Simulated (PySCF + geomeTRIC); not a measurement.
All values below come from PySCF + geomeTRIC with BP86-D3(BJ)/def2-SVP. fastk is a local helper that only speeds up exchange builds. No frequencies were computed at this level.

```python
import json, numpy as np
from pyscf import gto, dft
from fastk import lowrank_exchange
atoms = """
Zn    -0.000002     0.016161    -0.010336
Br    -0.000263     1.886676    -1.206790
H      0.000171    -1.222674     0.782071
"""
def scf(charge, spin, dm0=None):
    mol = gto.M(atom=atoms, basis='def2-svp', ecp={}, charge=charge, spin=spin, verbose=3, max_memory=3360)
    mf = dft.KS(mol, xc='bp86').density_fit(auxbasis="def2-universal-jkfit")
    mf.disp = 'd3bj'
    mf.grids.level = 3
    mf.conv_tol = 1e-8
    mf.max_cycle = 120
    mf.level_shift = 0.25
    mf.kernel(dm0)
    if not mf.converged:
        mf = mf.newton().run(mf.mo_coeff, mf.mo_occ).undo_soscf()
    return mf
mf = scf(0, 0)
from pyscf.geomopt.geometric_solver import kernel as optimize
path = []
done, mol = optimize(mf, maxsteps=120, assert_convergence=False, callback=lambda env: path.append((env["energy"], bool(env["g_scanner"].converged))))
res = dict(converged=bool(done and path[-1][1]), energy=path[-1][0], path=[e for e, c in path], xyz=mol.atom_coords(unit="Angstrom").tolist(), nao=mol.nao)
json.dump(res, open("result.json", "w"))
```

Output:

```
converged SCF energy = -4354.15293484242
Geometry optimization cycle 1
converged SCF energy = -4354.15293484646
cycle 1: E = -4354.15293485  dE = -4354.15  norm(grad) = 0.0195691
Geometry optimization cycle 2
converged SCF energy = -4354.15395173611
cycle 2: E = -4354.15395174  dE = -0.00101689  norm(grad) = 0.00326996
Geometry optimization cycle 3
converged SCF energy = -4354.15398952667
cycle 3: E = -4354.15398953  dE = -3.77906e-05  norm(grad) = 0.00033164
Geometry optimization cycle 4
converged SCF energy = -4354.15399047688
cycle 4: E = -4354.15399048  dE = -9.50206e-07  norm(grad) = 7.81775e-05
<class 'geometric.internal.Distance'> : 2
<class 'geometric.internal.LinearAngle'> : 2
<class 'geometric.internal.TranslationX'> : 1
<class 'geometric.internal.TranslationY'> : 1
<class 'geometric.internal.TranslationZ'> : 1
<class 'geometric.internal.RotationA'> : 1
<class 'geometric.internal.RotationB'> : 1
<class 'geometric.internal.RotationC'> : 1
Step    0 : Gradient = 1.130e-02/1.599e-02 (rms/max) Energy = -4354.1529348465
Step    1 : Displace = 2.911e-02/3.882e-02 (rms/max) Trust = 1.000e-01 (=) Grad = 1.888e-03/2.637e-03 (rms/max) E (change) = -4354.1539517361 (-1.017e-03) Quality = 1.154
Step    2 : Displace = 6.380e-03/8.264e-03 (rms/max) Trust = 1.414e-01 (+) Grad = 1.915e-04/2.681e-04 (rms/max) E (change) = -4354.1539895267 (-3.779e-05) Quality = 1.127
Step    3 : Displace = 7.752e-04/9.842e-04 (rms/max) Trust = 2.000e-01 (+) Grad = 4.514e-05/6.678e-05 (rms/max) E (change) = -4354.1539904769 (-9.502e-07) Quality = 1.539
Converged! =D
```

Cost: very roughly 19 core-seconds.
